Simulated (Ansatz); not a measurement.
Reaction (ligand exchange at a Zn–C bond): `C[CH](C)[Zn][OH]` + `[SiH3]N[SiH3]` → `[OH][Zn][N]([SiH3])[SiH3]` + `CCC`

Gas-phase electronic energies from Ansatz, PBE0-D4/def2-TZVP geometries. CBS: MP2 limit from def2 TZ/QZ plus the TZ coupled-cluster correction, frozen cores. This one scheme is used for every species. DFT in def2-TZVPP. HSE06 is defined as in plane-wave codes. For Zn outer-core shells are correlated without core-valence functions, which leaves a few kJ/mol of doubt a bond. Scalar relativity is left out up to krypton. One conformer a species, not always the lowest.

`C[CH](C)[Zn][OH]`:

Cartesian coordinates in Å:
```
C 1.158 0.682 0.817
C -0.189 0.090 0.415
C -1.040 1.115 -0.328
Zn 0.005 -1.571 -0.583
O 0.259 -3.037 -1.565
H 1.761 -0.010 1.410
H 1.753 0.969 -0.056
H 1.018 1.591 1.417
H -0.722 -0.193 1.332
H -2.038 0.738 -0.567
H -0.574 1.427 -1.268
H -1.170 2.022 0.278
H -0.220 -3.823 -1.300
```

`[SiH3]N[SiH3]`:

Z-matrix (Å, degrees):
```
Si
N 1 1.726
H 1 1.490 2 112.6
H 1 1.484 2 107.4 3 119.9
H 1 1.489 2 110.9 3 -120.0
Si 2 1.726 1 128.9 3 -109.8
H 2 1.011 1 115.5 3 66.2
H 6 1.490 2 112.6 1 109.8
H 6 1.484 2 107.4 1 -10.1
H 6 1.488 2 110.9 1 -130.1
```

`[OH][Zn][N]([SiH3])[SiH3]`:

Cartesian coordinates in Å:
```
O -3.188 -0.680 1.172
Zn -1.573 -0.325 0.550
N 0.138 0.005 0.018
Si 1.015 -1.267 -0.748
Si 0.787 1.580 0.284
H -3.909 -0.517 0.561
H 1.443 -0.894 -2.126
H 2.239 -1.640 0.015
H 0.132 -2.465 -0.837
H -0.259 2.421 0.933
H 1.193 2.235 -0.992
H 1.983 1.549 1.171
```

`CCC`:

Cartesian coordinates in Å:
```
C -0.884 0.589 -0.724
C -0.183 -0.584 -0.058
C 1.019 -0.157 0.767
H -0.205 1.123 -1.395
H -1.240 1.307 0.021
H -1.745 0.264 -1.312
H -0.894 -1.119 0.581
H 0.134 -1.301 -0.823
H 1.510 -1.012 1.237
H 0.725 0.536 1.560
H 1.761 0.353 0.145
```

```csv
level,ΔE (kJ/mol),difference from CCSD(T)/CBS
r2SCANh-D4,-69.4,3.0
HSE06-D4,-65.8,6.6
B2PLYP,-68.6,3.8
PBE-QIDH,-72.7,-0.3
revPBE,-56.8,15.6
r2SCAN0,-70.9,1.5
BHLYP,-71.4,1.0
RPA@PBE/def2-TZVPP,-72.6,-0.2
CCSD(T)/def2-TZVPP,-74.0,-1.6
MP2/CBS(def2),-71.0,1.4
CCSD(T)/CBS,-72.4,0
```

Largest T1 diagnostic among the species: 0.016.

From BLYP to BHLYP (50 % exact exchange), in def2-TZVPP and without D4, ΔE moves by −15.0 kJ/mol. In def2-TZVPP, CCSD(T) changes the Hartree–Fock value by +12.6 kJ/mol (the triples alone add +1.3 kJ/mol) and MP2 by +14.0 kJ/mol.

CCSD(T)/CBS has its own doubt, a few kJ/mol and more with outer-core shells, so smaller differences from it don't rank the levels.
